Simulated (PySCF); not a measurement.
C₃H₈N (SMILES C[C](C)N), doublet, geometry from GFN2-xTB; HF/def2-SV(P) (PySCF).

The PySCF input:
```python
from pyscf import gto, scf

mol = gto.M(
    atom='''
C    -1.19900215   -0.83639300    0.12677471
C     0.01387559    0.02593350    0.15918196
C     1.35357790   -0.54836869   -0.14265299
N    -0.15604386    1.41099659    0.03001501
H    -1.00348330   -1.78518800    0.62292084
H    -1.52305459   -1.06507776   -0.90040408
H    -2.03019307   -0.34664268    0.63260756
H     1.47859716   -1.50511862    0.36093446
H     2.14235413    0.12417312    0.19219051
H     1.50113967   -0.72383813   -1.21961119
H     0.58823510    1.88250990   -0.46690228
H    -1.07199613    1.69517515   -0.29166300
''',
    basis='def2-sv(p)',
    spin=1,
    verbose=4,
)

mf = scf.UHF(mol)
mf.init_guess = 'atom'
mf.kernel()
mf.analyze()
```

Problem. Write the output that PySCF gives for this input, abridged.

Solution. 
```
PySCF version 2.14.0

[INPUT] verbose = 4
[INPUT] num. atoms = 12
[INPUT] num. electrons = 33
[INPUT] charge = 0
[INPUT] spin (= nelec alpha-beta = 2S) = 1
[INPUT] symmetry False subgroup None
[INPUT] Mole.unit = angstrom
[INPUT] Symbol           X                Y                Z      unit          X                Y                Z       unit  Magmom
[...]
nuclear repulsion = 127.068626475729
number of shells = 40
number of NR pGTOs = 128
number of NR cGTOs = 72
basis = def2-sv(p)
ecp = {}

******** <class 'pyscf.scf.uhf.UHF'> ********
method = UHF
initial guess = atom
damping factor = 0
level_shift factor = 0
DIIS = <class 'pyscf.scf.diis.CDIIS'>
diis_start_cycle = 1
diis_space = 8
diis_damp = 0
SCF conv_tol = 1e-09
SCF conv_tol_grad = None
SCF max_cycles = 50
direct_scf = True
direct_scf_tol = 1e-13
number electrons alpha = 17  beta = 16
Set gradient conv threshold to 3.16228e-05
Spherically averaged atomic HF for {'C', 'N', 'H'}

******** <class 'pyscf.scf.atom_hf.AtomSphAverageRHF'> ********
method = AtomSphAverageRHF
initial guess = minao
damping factor = 0
level_shift factor = 0
DIIS = <class 'pyscf.scf.diis.CDIIS'>
diis_start_cycle = 1
diis_space = 8
diis_damp = 0
SCF conv_tol = 1e-09
SCF conv_tol_grad = None
SCF max_cycles = 50
direct_scf = True
direct_scf_tol = 1e-13
atom = C
Set gradient conv threshold to 3.16228e-05
Initial guess from minao.
init E= -37.2333149440104
cycle= 1 E= -37.2800860473189  delta_E= -0.0468  |g|=    0  |ddm|= 0.442
cycle= 2 E= -37.2840519877499  delta_E= -0.00397  |g|=    0  |ddm|= 0.177
cycle= 3 E= -37.2844600537634  delta_E= -0.000408  |g|=    0  |ddm|= 0.0341
cycle= 4 E= -37.2844632102069  delta_E= -3.16e-06  |g|=    0  |ddm|= 0.00702
cycle= 5 E= -37.2844632104837  delta_E= -2.77e-10  |g|=    0  |ddm|= 4.49e-05
Extra cycle  E= -37.284463210485  delta_E= -1.39e-12  |g|=    0  |ddm|= 4.1e-06
Atomic HF for atom  C  converged. SCF energy = -37.284463210485

******** <class 'pyscf.scf.atom_hf.AtomSphAverageRHF'> ********
method = AtomSphAverageRHF
initial guess = minao
damping factor = 0
level_shift factor = 0
DIIS = <class 'pyscf.scf.diis.CDIIS'>
diis_start_cycle = 1
diis_space = 8
diis_damp = 0
SCF conv_tol = 1e-09
SCF conv_tol_grad = None
SCF max_cycles = 50
direct_scf = True
direct_scf_tol = 1e-13
atom = N
Set gradient conv threshold to 3.16228e-05
Initial guess from minao.
init E= -53.7218194317585
cycle= 1 E= -53.7658600043319  delta_E= -0.044  |g|=    0  |ddm|= 0.382
[...]
converged SCF energy = -172.514035282094  <S^2> = 0.76319777  2S+1 = 2.0131545
Total Energy =                        -172.514035282094198
[...]
spin_pop of  3 N 2s        0.01499
spin_pop of  3 N 3s        0.00087
spin_pop of  3 N 2px       0.00037
spin_pop of  3 N 2py      -0.01132
spin_pop of  3 N 2pz       0.07337
spin_pop of  3 N 3px       0.00014
spin_pop of  3 N 3py       0.00055
spin_pop of  3 N 3pz       0.00160
spin_pop of  3 N 3dxy      0.00005
spin_pop of  3 N 3dyz      0.00001
spin_pop of  3 N 3dz^2    -0.00005
spin_pop of  3 N 3dxz     -0.00004
spin_pop of  3 N 3dx2-y2   -0.00007
spin_pop of  4 H 1s        0.01166
spin_pop of  4 H 2s        0.00005
spin_pop of  5 H 1s        0.06031
spin_pop of  5 H 2s        0.00098
spin_pop of  6 H 1s        0.01462
spin_pop of  6 H 2s        0.00013
spin_pop of  7 H 1s        0.01166
spin_pop of  7 H 2s        0.00005
spin_pop of  8 H 1s        0.01462
spin_pop of  8 H 2s        0.00013
spin_pop of  9 H 1s        0.06031
spin_pop of  9 H 2s        0.00098
spin_pop of  10 H 1s        0.00450
spin_pop of  10 H 2s        0.00004
spin_pop of  11 H 1s        0.00450
spin_pop of  11 H 2s        0.00004
 ** Mulliken Spin Density (per atom)  **
spin density of  0 C =     -0.08930
spin density of  1 C =      0.91357
spin density of  2 C =     -0.08930
spin density of  3 N =      0.08048
spin density of  4 H =      0.01170
spin density of  5 H =      0.06128
spin density of  6 H =      0.01475
spin density of  7 H =      0.01170
spin density of  8 H =      0.01475
spin density of  9 H =      0.06128
spin density of  10 H =      0.00454
spin density of  11 H =      0.00454
 ** Mulliken pop alpha/beta on meta-lowdin orthogonal AOs **
 ** Mulliken pop       alpha | beta **
In total            17.00000 | 16.00000
 ** Mulliken atomic charges   ( Nelec_alpha | Nelec_beta ) **
charge of  0C =     -0.22478  (     3.06774      3.15704 )
charge of  1C =      0.07438  (     3.41960      2.50602 )
charge of  2C =     -0.22478  (     3.06774      3.15704 )
charge of  3N =     -0.42436  (     3.75242      3.67194 )
charge of  4H =      0.07902  (     0.46634      0.45464 )
charge of  5H =      0.05705  (     0.50211      0.44083 )
charge of  6H =      0.07440  (     0.47017      0.45542 )
charge of  7H =      0.07902  (     0.46634      0.45464 )
charge of  8H =      0.07440  (     0.47017      0.45542 )
charge of  9H =      0.05705  (     0.50211      0.44083 )
charge of  10H =      0.18929  (     0.40763      0.40309 )
charge of  11H =      0.18929  (     0.40763      0.40309 )
Dipole moment(X, Y, Z, Debye): -0.16395,  0.16743, -1.37428
```
